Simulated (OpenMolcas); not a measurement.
**Tb³⁺: effect of the basis set**

```yaml
Program: OpenMolcas
Method: "SS-CASPT2, IPEA 0.25 Eh, imaginary shift 0.1 Eh (closed shells correlated: 5s 5p)"
Active_space: 8 electrons in 7 orbitals (4f)
State_averaging: 2S+1 = 7 even, 7 roots; 2S+1 = 5 even, 140 roots (105 in the spin-orbit step); 2S+1 = 3 even, 259 roots kept (CI in the orbitals of an earlier block, 141 in the spin-orbit step); 2S+1 = 1 even, 121 roots kept (CI in the orbitals of an earlier block, 47 in the spin-orbit step)
Spin-orbit_coupling: state interaction with AMFI integrals over the reference wave functions, term energies averaged over their components
```

A. ANO-R1 [7s5p3d2f], X2C, finite nucleus; CASPT2 step of the order of 2.1 core-minutes
B. ANO-RCC-VDZP [7s6p4d2f1g], DKH2, point nucleus; CASPT2 step of the order of 2.1 core-minutes
C. ANO-R2 [8s6p4d3f1g], X2C, finite nucleus; CASPT2 step of the order of 2.9 core-minutes
D. ANO-RCC-VTZP [8s7p5d3f2g1h], DKH2, point nucleus; CASPT2 step about 6 core-minutes
E. ANO-RCC-VQZP [9s8p6d4f3g2h], DKH2, point nucleus; CASPT2 step about 13 core-minutes
F. ANO-R3 [9s8p5d5f3g2h], X2C, finite nucleus; CASPT2 step roughly 10 core-minutes

Energies in cm-1 above 4f8 7F6, the measured ground level; measured values from Martin, Zalubas and Hagan, Atomic Energy Levels: The Rare-Earth Elements, NSRDS-NBS 60 (1978).

| Level | A | B | C | D | E | F | Measured |
| --- | --- | --- | --- | --- | --- | --- | --- |
| 4f8 7F6 | 0.0 | 0.0 | 0.0 | 0.0 | 0.0 | 0.0 | 0.0 |
| 4f8 7F5 | 2130 | 2140 | 2120 | 2120 | 2120 | 2130 | 2052 |
| 4f8 7F4 | 3480 | 3460 | 3430 | 3430 | 3420 | 3430 | 3314 |
| 4f8 7F3 | 4510 | 4490 | 4450 | 4440 | 4440 | 4440 | 4292 |
| 4f8 7F2 | 5250 | 5220 | 5170 | 5170 | 5160 | 5160 | 4978 |
| 4f8 7F1 | 5730 | 5700 | 5650 | 5650 | 5640 | 5640 | 5432 |
| 4f8 7F0 | 5980 | 5940 | 5890 | 5880 | 5870 | 5880 | 5654 |
| 4f8 5D4(1) | 22150 | 20980 | 20700 | 20480 | 20220 | 20130 |  |
| 4f8 5D3(1) | 28150 | 26990 | 26670 | 26450 | 26190 | 26110 |  |
| 4f8 5L10 | 29570 | 29620 | 29440 | 29320 | 29110 | 29120 |  |
| 4f8 5G6(1) [72 %] | 29920 | 28980 | 28670 | 28320 | 28030 | 27890 |  |
| 4f8 5D2(1) | 30660 | 29410 | 29070 | 28810 | 28520 | 28410 |  |
| 4f8 5L9 | 31030 | 31050 | 30870 | 30740 | 30530 | 30540 |  |
| 4f8 5G5(1) | 31030 | 30090 | 29770 | 29420 | 29140 | 29010 |  |
| 4f8 5L8 | 31820 | 31830 | 31630 | 31490 | 31280 | 31280 |  |
| 4f8 5G4(1) | 31830 | 30870 | 30540 | 30200 | 29910 | 29780 |  |
| 4f8 5L7 | 32120 | 32070 | 31860 | 31700 | 31480 | 31460 |  |
| 4f8 5L6 | 32290 | 32240 | 32040 | 31880 | 31650 | 31640 |  |
| 4f8 5G3(1) | 32300 | 31310 | 30960 | 30630 | 30330 | 30200 |  |
| 4f8 5G2(1) | 32580 | 31560 | 31210 | 30870 | 30570 | 30430 |  |
| 4f8 5D1(1) | 33080 | 31840 | 31480 | 31230 | 30940 | 30850 |  |
| 4f8 5D0(1) | 33950 | 32690 | 32320 | 32060 | 31760 | 31660 |  |
| 4f8 5H7(1) | 35190 | 34500 | 34210 | 33830 | 33590 | 33450 |  |
| 4f8 5H6(1) [69 %] | 37210 | 36470 | 36160 | 35770 | 35520 | 35380 |  |

Deviations, from unrounded energies. A percentage is the sum of absolute deviations over the sum of measured energies, with the sign that they share, or ± where signs differ.

| Against measurement | Levels | A | B | C | D | E | F |
| --- | --- | --- | --- | --- | --- | --- | --- |
| mean absolute deviation (cm-1) | 6 | 230 | 200 | 170 | 160 | 150 | 160 |
| fine structure of the ground term (%) | 6 | +5.3 | +4.7 | +3.9 | +3.8 | +3.6 | +3.7 |

C, D, E, F lie about equally close to measurement and A furthest from it. The largest miss of E in the table is 4f8 7F0, by +220 cm-1. The ranking rests on the paired levels alone, and a cruder setting can come out closer through cancelling errors.

The two smallest mean deviations differ by little beside CASPT2's spread within terms, so their order carries little weight.

Among A to F the level of the table that moves most is 4f8 5D0(1), by 2300 cm-1 (lowest in F, highest in A). Moves below CASPT2's spread within the term are not significant.

Term energies are means over components that CASPT2 splits; among the terms shown or strongly mixed into the levels shown the widest spread is 320 cm-1 (4f8 5I, F). High states are left out of the spin-orbit mixing, which shifts the levels that they would mix with. The basis is small and was not contracted for so high a charge (holds for A; B). Computed and measured levels are paired by configuration, term and J; levels that our copy of the source lacks, or whose pairing is in doubt (as where it misses far off the trend of its configuration), stay unpaired and out of the deviations. Only configurations of the active space appear. Levels that lie high or do not pair safely by name in every column are left out.

A share in square brackets marks a mixed level and gives the weight of the term that names it, the lowest over the columns. A number in round brackets counts repeated terms of one configuration in the order of the reference energies.
